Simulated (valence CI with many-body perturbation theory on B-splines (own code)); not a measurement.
Te XXXIX: one-electron terms

Calculated by relativistic CI+MBPT: four valence electrons over a frozen Dirac-Fock core [Ne], radial functions for each j: 11 s, 11 p, 10 d, 8 f, 5 g, 2 h, with the one-electron correlation potential Σ1 (screened to all orders), the two-electron term Σ2, the three-electron term Σ3, Breit, model QED; selected single and double excitations, second order for the rest, scaled by the run's own slope (own B-spline code, finite nucleus).

The last digits are not significant, and no measured levels were compared; by estimate large intervals hold to a few tenths of a per cent, small ones and those within an open d or f shell to about a per cent. Among the levels kept, up to 690 cm⁻¹ of a level comes from second order outside the variational space, and about a tenth of that is noise between levels of different J, which matters for small intervals.

These are the spectroscopic orbitals of the CI (the correlating ones are not listed), shaped by the core and the other valence electrons. h is the expectation value of the core's Dirac-Fock operator, without the valence repulsion; Σ1 is computed up to l = 3 at one energy for each symmetry, that of its lowest orbital but kept below the first core excitation, so for empty shells it is not the orbital's own correlation shift; Breit and QED include the response of the core.

```tsv
Orbital	h (hartree)	Σ1 (cm⁻¹)	Breit (cm⁻¹)	QED (cm⁻¹)	⟨r⟩ (bohr)
3s1/2	-111.78	-6504	13053	9985	0.2878
4s1/2	-60.719	-2156	5031	3958	0.5347
5s1/2	-38.065	-980	2397	1920	0.8611
6s1/2	-26.079	-534	1338	1078	1.263
7s1/2	-18.976	-324	823	665	1.742
8s1/2	-14.424	-211	542	439	2.298
3p1/2	-108.27	-8274	21704	-148	0.2738
4p1/2	-59.255	-2693	8411	-50.0	0.5264
5p1/2	-37.33	-1234	4087	-22.9	0.8568
6p1/2	-25.659	-675	2299	-12.5	1.264
7p1/2	-18.714	-410	1421	-7.6	1.747
8p1/2	-14.25	-269	939	-4.9	2.307
3p3/2	-105.58	-7636	13078	846	0.2818
4p3/2	-58.162	-2542	5017	340	0.5370
5p3/2	-36.782	-1175	2556	168	0.8701
6p3/2	-25.346	-646	1438	95.7	1.280
7p3/2	-18.519	-394	889	59.5	1.766
8p3/2	-14.12	-259	588	39.5	2.328
3d3/2	-101.11	-9252	9902	-362	0.2442
4d3/2	-56.45	-2546	3536	-124	0.5068
5d3/2	-35.943	-1130	1681	-58.6	0.8455
6d3/2	-24.871	-611	937	-32.5	1.261
7d3/2	-18.224	-370	576	-19.9	1.752
3d5/2	-100.5	-8693	4681	-8.1	0.2466
4d5/2	-56.186	-2387	1659	17.8	0.5097
5d5/2	-35.807	-1059	803	12.6	0.8491
6d5/2	-24.793	-574	449	8.2	1.265
7d5/2	-18.175	-348	277	5.5	1.758
4f5/2	-55.264	-2145	317	-46.6	0.4480
5f5/2	-35.347	-1046	217	-25.5	0.7916
6f5/2	-24.531	-590	138	-15.1	1.211
7f5/2	-18.012	-366	91.7	-9.7	1.708
4f7/2	-55.154	-2089	74.2	14.1	0.4494
5f7/2	-35.29	-1016	50.7	5.4	0.7932
6f7/2	-24.498	-573	31.2	2.7	1.213
7f7/2	-17.991	-355	20.8	1.6	1.710
5g7/2	-35.189		6.4	-9.9	0.7001
6g7/2	-24.44		6.4	-5.9	1.121
7g7/2	-17.955		5.1	-3.8	1.619
5g9/2	-35.157		0.8	7.3	0.7011
6g9/2	-24.421		0.8	4.1	1.122
7g9/2	-17.943		0.6	2.5	1.621
6h9/2	-24.405				0.9978
6h11/2	-24.392				0.9985
```

Among the shells of the start configuration 3s2 3p2, Σ1 is largest in size for 3p1/2, where it is 0.035 % of h.

Lowest root of each symmetry, sizes in configuration state functions:

```
J  Parity  Roots  Reference  Variational  Second order  Change by selected CI (cm⁻¹)  Change by second order (cm⁻¹)
0    even     12         61        25321         59770                         -8771                              0
1    even     17        125        31963        149655                         -7626                            -86
2    even     24        164        31989        276323                         -8538                           -166
3    even     15        123        31975        268489                         -8791                           -196
4    even     10         79        31969        315727                         -8176                           -152
5    even      3         28        32103        180278                         -9249                            -78
0     odd     11         55        25875         45688                         -8464                             -1
1     odd     25        145        31991        168333                         -8561                           -127
2     odd     29        177        31966        232228                         -6364                           -210
3     odd     23        153        31941        268683                         -7005                           -367
4     odd     14        100        31984        260486                         -8507                           -329
5     odd      5         48        32104        183053                        -11599                           -139
6     odd      2         16        31103        129855                         -8741                            -15
```
